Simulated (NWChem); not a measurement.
Molecule: C$_{8}$H$_{6}$; SMILES c1ccc(C#C)cc1

Results from NWChem. Pople sets run with spherical d functions. The geometry was optimised at PBE0/def2-SVP.

### Question
What does the run give for B3LYP/6-31G*? Quantities: highest occupied level (eV); orbital gap (eV); dipole (D).

### Answer
The highest occupied level (eV) is -6.28 and the orbital gap (eV) comes out as 5.51. The dipole (D) comes out as 0.62.
